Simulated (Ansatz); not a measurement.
CH7FOSi2 can be A, `C[SiH2]O[SiH2]F`, or B, `CO[SiH2][SiH2]F`.

Computed with Ansatz on PBE0-D4/def2-TZVP structures; ΔE is electronic, products minus reactants. CCSD(T)/CBS adds triple-zeta CCSD(T) − MP2 to the extrapolated MP2 energy (def2 sets, frozen cores). Functionals use def2-TZVPP. Each species was taken in one conformer, which may not be the lowest.

Problem. Which isomer does CCSD(T)/CBS put lower? Give the gap. (Estimate.)

Solution. The calculation gave: A, by 60.7 kcal/mol.

Problem. Give E(B) − E(A) in kcal/mol with CCSD(T)/def2-SVP, CCSD/def2-TZVPP, ωB97M-V, PBE-D4, PBE0-D4, CCSD(T)/def2-TZVPP, r2SCAN-D4. (An estimate is asked.)

Solution. Ansatz gave: CCSD(T)/def2-SVP 55.0, CCSD/def2-TZVPP 60.7, ωB97M-V 60.6, PBE-D4 52.9, PBE0-D4 55.9, CCSD(T)/def2-TZVPP 60.1, r2SCAN-D4 59.1. None reverses the order clearly.

Problem. Does the order hold for the free energy at 298.15 K (harmonic terms from PBE0-D4)? (An estimate is asked.)

Solution. The calculation gave: Yes: G(B) − G(A) = +61.3 kcal/mol, for one conformer each. Modes under 60 cm⁻¹, often nearly free rotors, make the harmonic entropy too high.

Largest T1 diagnostic: 0.012.

From r2SCAN to r2SCAN0 (25 % exact exchange), in def2-TZVPP and without D4, E(B) − E(A) moves by +1.4 kcal/mol. At CCSD(T), def2-SVP lies −5.8 kcal/mol from the extrapolated value and def2-TZVPP −0.6 kcal/mol.
